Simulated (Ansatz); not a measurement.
System: 2-methylpropane-1-selenol, C₄H₁₀Se (charge 0, singlet). SMILES: CC(C)C[SeH]
Structure (B3LYP-D3(BJ)/def2-TZVP (Ansatz, a first-principles code) minimum search):
```xyz
15

C     -1.4468     2.4066     0.5322
C     -1.0910     0.9876     0.0802
C     -1.9403    -0.0466     0.8189
C      0.4042     0.7538     0.2765
Se     0.9649    -1.0151    -0.4362
H     -2.5061     2.6113     0.3655
H     -1.2464     2.5367     1.5990
H     -0.8692     3.1559    -0.0125
H     -1.3038     0.9071    -0.9908
H     -1.7329    -0.0199     1.8920
H     -1.7451    -1.0614     0.4686
H     -3.0035     0.1543     0.6771
H      0.6646     0.7884     1.3342
H      0.9832     1.5048    -0.2562
H      2.3949    -0.6741    -0.4922
```

Quantity: atomisation energy (electronic, to ground-state atoms), in kcal/mol. Correlated levels leave the core frozen unless marked. Open shells are spin-unrestricted. No spin-orbit coupling. The frozen core is the preceding noble-gas configuration, with the filled d and f shells of earlier blocks. No relativistic terms. The coupled-cluster limit lacks core correlation, which all-electron functionals hold. Basis-set limits of correlation are two-point, X^-3; Hartree-Fock from the larger set.

| level | program | atomisation energy (kcal/mol) |
|---|---|---|
| HF/6-31G* | Ansatz | 1002.0 |

Q: What does CCSD(T)/CBS(cc-pVTZ,cc-pVQZ) (Ansatz) give?

A: 1339.6 kcal/mol
